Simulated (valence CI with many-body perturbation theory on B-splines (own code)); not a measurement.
E1 line list for Br29+

Method: configuration interaction combined with many-body perturbation theory (CI+MBPT): four valence electrons over a frozen Dirac-Fock core [He], radial functions for each j: 11 s, 11 p, 9 d, 7 f, 5 g, 2 h, 1 i, with the one-electron correlation potential Σ1 (screened to all orders), the two-electron term Σ2, the three-electron term Σ3, Breit, model QED; selected single and double excitations, second order for the rest (own B-spline code, finite nucleus).

The last digits are not significant, and no measured levels were compared; by estimate large intervals hold to a few tenths of a per cent, small ones and those within an open d or f shell to about a per cent. Among the levels kept, up to 300 cm⁻¹ of a level comes from second order outside the variational space, and about a tenth of that is noise between levels of different J, which matters for small intervals.

Lines 51 to 100 of 251 in falling wavelength, among levels below 17259 × 10³ cm⁻¹, chosen from the strongest by gf and those to the six lowest levels. Wavelengths and rates use the calculated energies. Electric multipoles are in the length gauge, E1 and E2 with the static RPA response of the core. Weak lines are less certain than strong ones. Lines between different terms over intervals too small for the method are left out, as are lines whose strength nearly cancels. Where a level lies close to another of its J and parity, the split of strength between their lines is uncertain. The highest levels of a list are the least certain.

Levels are named by their leading jj configuration (3d3/2^4 stands for four electrons in 3d with j = 3/2), which in mixed levels can hold well under half, so a name can repeat and another be missing. Letters in brackets count levels of one name in rising energy.

```csv
λ vac (nm),Upper,Lower,A (s⁻¹),S (a.u.) with core polarisation,S without
9.072,(2p1/2 2p3/2^3) J=2,(2s 2p3/2^3) J=2,4.14e+10,7.64e-02,7.66e-02
8.888,(2s 2p3/2^2 3s) J=3,(2s^2 2p3/2 3s) J=2,1.80e+10,4.36e-02,4.37e-02
8.471,(2s 2p1/2 2p3/2^2) J=1 [b],(2s^2 2p3/2^2) J=2,2.78e+09,2.51e-03,2.51e-03
8.452,(2s 2p1/2 2p3/2^2) J=2 [a],(2s^2 2p1/2 2p3/2) J=1,2.01e+10,2.99e-02,3.00e-02
8.222,(2p1/2^2 2p3/2^2) J=2,(2s 2p1/2 2p3/2^2) J=3,3.84e+10,5.27e-02,5.29e-02
8.176,(2s 2p1/2 2p3/2^2) J=3,(2s^2 2p1/2 2p3/2) J=2,1.27e+10,2.39e-02,2.40e-02
8.063,(2p1/2 2p3/2^3) J=1,(2s 2p1/2 2p3/2^2) J=1 [b],4.43e+10,3.44e-02,3.45e-02
7.458,(2s 2p1/2 2p3/2 3p3/2) J=3 [c],(2s^2 2p1/2 3p3/2) J=2,3.71e+10,5.31e-02,5.33e-02
7.294,(2s 2p1/2 2p3/2 3p3/2) J=2 [c],(2s^2 2p1/2 3p3/2) J=1,3.49e+10,3.35e-02,3.36e-02
7.289,(2p3/2^4) J=0,(2s 2p3/2^3) J=1,1.94e+11,3.70e-02,3.71e-02
7.277,(2s 2p1/2 2p3/2 3p1/2) J=2 [c],(2s^2 2p1/2 3p1/2) J=1,4.17e+10,3.96e-02,3.98e-02
7.228,(2s 2p1/2 2p3/2 3s) J=2 [c],(2s^2 2p1/2 3s) J=1,4.12e+10,3.84e-02,3.85e-02
7.089,(2s 2p1/2 2p3/2 3p1/2) J=1 [b],(2s^2 2p1/2 3p1/2) J=1,6.66e+10,3.51e-02,3.52e-02
7.076,(2s 2p1/2 2p3/2 3p1/2) J=1 [c],(2s^2 2p1/2 3p1/2) J=0,4.93e+10,2.59e-02,2.60e-02
7.066,(2s 2p3/2^3) J=2,(2s^2 2p3/2^2) J=2,7.86e+10,6.84e-02,6.86e-02
7.014,(2s 2p1/2 2p3/2 3p3/2) J=2 [d],(2s^2 2p1/2 3p3/2) J=2,4.96e+10,4.23e-02,4.24e-02
6.984,(2p1/2 2p3/2^3) J=2,(2s 2p1/2 2p3/2^2) J=2 [b],4.74e+10,3.99e-02,4.00e-02
6.974,(2s 2p1/2^2 2p3/2) J=1,(2s^2 2p1/2^2) J=0,5.06e+10,2.54e-02,2.55e-02
6.885,(2s 2p1/2 2p3/2 3s) J=1 [c],(2s^2 2p1/2 3s) J=1,6.55e+10,3.17e-02,3.18e-02
6.861,(2s 2p1/2 2p3/2 3p3/2) J=1 [d],(2s^2 2p1/2 3p3/2) J=2,9.11e+10,4.36e-02,4.37e-02
6.822,(2s 2p1/2 2p3/2^2) J=0,(2s^2 2p1/2 2p3/2) J=1,5.90e+10,9.24e-03,9.27e-03
6.788,(2s 2p3/2^2 3s) J=1 [a],(2s^2 2p3/2 3s) J=2,6.77e+10,3.13e-02,3.14e-02
6.771,(2s 2p3/2^3) J=1,(2s^2 2p3/2^2) J=0,3.78e+10,1.74e-02,1.74e-02
6.742,(2s 2p3/2^2 3s) J=1 [b],(2s^2 2p3/2 3s) J=1,1.16e+11,5.24e-02,5.26e-02
6.717,(2s 2p1/2 2p3/2^2) J=2 [b],(2s^2 2p1/2 2p3/2) J=2,8.40e+10,6.28e-02,6.30e-02
6.657,(2s 2p3/2^2 3s) J=2 [b],(2s^2 2p3/2 3s) J=2,9.74e+10,7.09e-02,7.11e-02
6.637,(2s 2p1/2 2p3/2^2) J=1 [a],(2s^2 2p1/2 2p3/2) J=1,7.31e+10,3.16e-02,3.17e-02
6.315,(2s 2p1/2 2p3/2^2) J=1 [b],(2s^2 2p1/2 2p3/2) J=2,1.28e+11,4.78e-02,4.80e-02
6.016,(2s 2p1/2 2p3/2^2) J=1 [b],(2s^2 2p1/2 2p3/2) J=1,3.08e+10,9.94e-03,9.97e-03
6.014,(2s 2p3/2^3) J=1,(2s^2 2p3/2^2) J=2,1.48e+11,4.77e-02,4.79e-02
5.619,(2p1/2^2 2p3/2^2) J=2,(2s 2p1/2^2 2p3/2) J=2,2.10e+10,9.21e-03,9.24e-03
5.500,(2s 2p3/2^3) J=2,(2s^2 2p1/2 2p3/2) J=2,1.35e+10,5.54e-03,5.56e-03
5.400,(2s 2p1/2 2p3/2^2) J=1 [a],(2s^2 2p1/2^2) J=0,6.13e+09,1.43e-03,1.43e-03
4.982,(2s 2p1/2 2p3/2^2) J=1 [b],(2s^2 2p1/2^2) J=0,1.14e+10,2.10e-03,2.10e-03
4.663,(2s 2p3/2^3) J=1,(2s^2 2p1/2 2p3/2) J=1,1.33e+10,2.00e-03,2.01e-03
0.6837,(2s 2p3/2^2 3s) J=2 [a],(2s 2p3/2^3) J=2,4.85e+12,3.82e-03,3.81e-03
0.6810,(2s^2 2p3/2 3s) J=1,(2s^2 2p3/2^2) J=0,2.95e+12,1.38e-03,1.38e-03
0.6807,(2s 2p3/2^2 3s) J=1 [b],(2s 2p3/2^3) J=1,6.66e+12,3.11e-03,3.10e-03
0.6794,(2s 2p1/2 2p3/2 3s) J=2 [c],(2s 2p1/2 2p3/2^2) J=2 [b],3.24e+12,2.51e-03,2.50e-03
0.6770,(2s 2p1/2 2p3/2 3s) J=1 [a],(2s 2p1/2 2p3/2^2) J=2 [a],7.34e+12,3.37e-03,3.36e-03
0.6767,(2s 2p1/2 2p3/2 3s) J=2 [b],(2s 2p1/2 2p3/2^2) J=3,5.66e+12,4.32e-03,4.31e-03
0.6746,(2s^2 2p1/2 3s) J=1,(2s^2 2p1/2 2p3/2) J=2,5.53e+12,2.51e-03,2.50e-03
0.6739,(2s^2 2p3/2 3s) J=2,(2s^2 2p3/2^2) J=2,2.96e+12,2.24e-03,2.23e-03
0.6738,(2s 2p1/2^2 3s) J=1,(2s 2p1/2^2 2p3/2) J=2,5.50e+12,2.49e-03,2.48e-03
0.6724,(2s^2 2p3/2 3s) J=1,(2s^2 2p3/2^2) J=2,7.27e+12,3.27e-03,3.26e-03
0.6717,(2s^2 2p1/2 3s) J=0,(2s^2 2p1/2 2p3/2) J=1,7.63e+12,1.14e-03,1.14e-03
0.6710,(2s^2 2p1/2 3s) J=1,(2s^2 2p1/2 2p3/2) J=1,1.28e+12,5.72e-04,5.70e-04
0.6694,(2s 2p3/2^2 3s) J=1 [b],(2s 2p3/2^3) J=2,8.05e+12,3.57e-03,3.56e-03
0.6640,(2s^2 2p3/2 3p3/2) J=2,(2s 2p1/2^2 2p3/2) J=2,4.11e+11,2.97e-04,2.96e-04
0.6632,(2s^2 2p1/2 3d3/2) J=2,(2s^2 2p3/2^2) J=2,6.23e+11,4.48e-04,4.49e-04
```
